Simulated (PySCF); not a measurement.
PySCF input for CH3AlCl, SMILES [Al+]([CH3])[Cl], charge +1, PBE/pcSseg-2. Geometry optimised at B3LYP-D3(BJ)/def2-TZVP. The spin state was assumed, not searched. The isomer is the one that the SMILES or the coordinates give; other isomers of the formula were not compared.

```python
import numpy as np
from pyscf import gto, scf, dft
from pyscf.prop.nmr import rks as nmr

mol = gto.M(
    atom='''
    Al   -0.00000000   -0.00000000   -0.41086903
    C     0.00000000   -0.00000000   -2.32178237
    H    -0.89330787   -0.51575154   -2.68001072
    H     0.89330788   -0.51575154   -2.68001072
    H     0.00000000    1.03150310   -2.68001072
    Cl    0.00000000    0.00000000    1.60658963
    ''',
    basis='pcSseg-2',
    charge=1,
    spin=0,
    max_memory=1600,
    verbose=3,
)
mf = dft.RKS(mol, xc='pbe').density_fit(auxbasis='def2-universal-jkfit')
mf.grids.level = 3
mf.conv_tol = 1e-10
mf.max_cycle = 100
mf.kernel()
n = nmr.NMR(mf)
n.verbose = 2
n.max_cycle_cphf = 60
sigma = n.kernel()
print('atom   isotropic/ppm   span/ppm')
for i, s in enumerate(sigma):
    w = np.linalg.eigvalsh((s + s.T) / 2)
    print(f'{mol.atom_symbol(i):2s}{i + 1:3d} {w.mean():14.3f} {w[2] - w[0]:11.3f}')
```

Log of the run:

```
converged SCF energy = -741.989945335942
atom   isotropic/ppm   span/ppm
Al  1        351.383     652.467
C   2        185.669      29.984
H   3         29.684      12.508
H   4         29.684      12.508
H   5         29.684      12.508
Cl  6        806.611     511.946
```

Self-consistency was reached.

Cost: about 24 core-seconds (a rough figure).
